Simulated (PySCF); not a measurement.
# Shapes and spin states of RhO₃⁻

These are results of B3LYP/[Rh def2-SVPD with ECP28, O def2-SVPD], scalar-relativistic core potentials, density fitting, no spin–orbit coupling, PySCF, not measurements.

Relaxations began from a few typed shapes and spin states; open shells are unrestricted. The search is not exhaustive: other isomers or separated fragments can lie lower, and high-lying points may rest on an excited occupation.

```csv
spin,group,bonds,angles,imaginary modes (cm⁻¹),ΔE (kJ/mol),ΔE with ZPE (kJ/mol)
triplet,D3h,Rh–O 1.745 Å (×3),O–Rh–O 120.0° (×3),none,0.0,0.0
"singlet (closed shell, unstable to spin polarisation)",C2v,"Rh–O 1.705 Å, Rh–O 1.762 Å (×2)","O–Rh–O 105.7°, O–Rh–O 127.1° (×2)",none,95.1,94.3
"singlet (closed shell, unstable to spin polarisation)",C2v,"Rh–O 1.705 Å, Rh–O 1.762 Å (×2)","O–Rh–O 105.6°, O–Rh–O 127.2° (×2)",none,95.3,94.7
"singlet (closed shell, unstable to spin polarisation)",C2v,"Rh–O 1.721 Å (×2), Rh–O 1.790 Å","O–Rh–O 111.9° (×2), O–Rh–O 136.2°",299i,99.7,–
triplet,C2v,"Rh–O 1.767 Å (×2), Rh–O 1.818 Å","O–Rh–O 104.2° (×2), O–Rh–O 151.6°",none,149.5,147.8
quintet,Cs,"Rh–O 1.794 Å, Rh–O 1.835 Å (×2)","O–Rh–O 108.7° (×2), O–Rh–O 137.5°",none,189.2,184.3
quintet,C2v,"Rh–O 1.797 Å, Rh–O 1.824 Å (×2)","O–Rh–O 109.9° (×2), O–Rh–O 140.2°","206i, 64i",194.1,–
quintet,C2v,"Rh–O 1.825 Å, Rh–O 1.844 Å (×2)","O–Rh–O 103.3° (×2), O–Rh–O 153.3°",731i,216.3,–
```

The lowest minimum found is the triplet D3h: Rh–O 1.745 Å (×3); O–Rh–O 120.0° (×3).

Formally Rh is in oxidation state +5, d4, with 2 unpaired electrons (the high-spin count would be 4). The Mulliken spin on Rh is 0.86, so most of the spin sits on the ligands and the formal count fails. The polar-tensor charge on Rh, 0.91, is far below the formal one.

For the lowest minimum: with open d or f shells other occupations or spin states may lie lower. The lowest empty level of this anion is unbound, so it and the gap depend on the basis.

The electron or spin density has lower symmetry than the nuclear frame for the singlet (closed shell, unstable to spin polarisation) C2v at 95.3 kJ/mol.
